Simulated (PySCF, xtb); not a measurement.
C₆H₆O, SMILES C#C[C@@H]1CC=CO1. One conformer was computed; it need not be the lowest.

Harmonic wavenumbers (cm⁻¹) from xtb with GFN2-xTB at its own minimum, in rising order: 71, 151, 222, 415, 447, 497, 635, 671, 720, 743, 799, 825, 859, 964, 999, 1036, 1067, 1086, 1121, 1125, 1210, 1260, 1273, 1288, 1472, 1684, 2285, 2883, 2950, 2975, 3139, 3179, 3393.

Q: What does PySCF with B3LYP-D3(BJ)/def2-SVP give at its own minimum? (Estimate from the structure and the level; the computed values follow.)

A: 46, 177, 240, 436, 488, 550, 689, 713, 726, 745, 819, 849, 924, 943, 976, 1020, 1050, 1088, 1164, 1167, 1274, 1293, 1342, 1373, 1468, 1697, 2231, 3030, 3070, 3089, 3229, 3255, 3471. Paired by order, the mean absolute difference is 46 cm⁻¹ and the zero-point energies are 62.1 and 63.8 kcal/mol.
